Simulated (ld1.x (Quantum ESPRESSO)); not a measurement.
**An all-electron radial function and its pseudo partner (silicon (Si))**

Columns: radius, all-electron u(r) and pseudo u(r) of the 2s shell (level -154.64 eV) of silicon in the configuration [He] 2s2 2p6 3s2 3p0.5; PBE, scalar-relativistic, RRKJ scheme, ld1.x (Quantum ESPRESSO) 7.5.

```csv
r (bohr),all-electron,pseudo
0.045,0.6179,-0.1427
0.090,0.5205,-0.2891
0.135,0.1588,-0.4428
0.180,-0.2553,-0.6062
0.225,-0.6283,-0.7786
0.270,-0.9254,-0.9536
0.315,-1.1401,-1.1175
0.360,-1.2792,-1.2517
0.405,-1.3547,-1.3396
0.450,-1.3794,-1.3752
0.495,-1.3657,-1.3653
0.540,-1.3240,-1.3240
0.585,-1.2628,-1.2628
0.630,-1.1891,-1.1891
0.675,-1.1082,-1.1082
0.720,-1.0239,-1.0239
0.765,-0.9394,-0.9394
0.810,-0.8566,-0.8566
0.855,-0.7772,-0.7772
0.900,-0.7021,-0.7021
0.945,-0.6318,-0.6318
0.990,-0.5667,-0.5667
1.035,-0.5068,-0.5068
1.080,-0.4520,-0.4520
1.125,-0.4023,-0.4023
1.170,-0.3572,-0.3572
```

Question: How many radial nodes do the two functions have?

Answer: The all-electron 2s function has n − l − 1 = 1; the pseudo-wave has 0, since the states of the same l below it are removed with the core.

Question: At about which radius was the pseudo-wave matched?

Answer: 0.55 bohr. The columns agree to 0.0005 from 0.49 bohr on; several derivatives are matched, so the curves merge somewhat inside the radius.

Question: Is the pseudo-wave norm-conserving?

Answer: Yes: the RRKJ scheme keeps the norm inside the radius equal to the all-electron one, which fixes the energy derivative of the logarithmic derivative at the level.
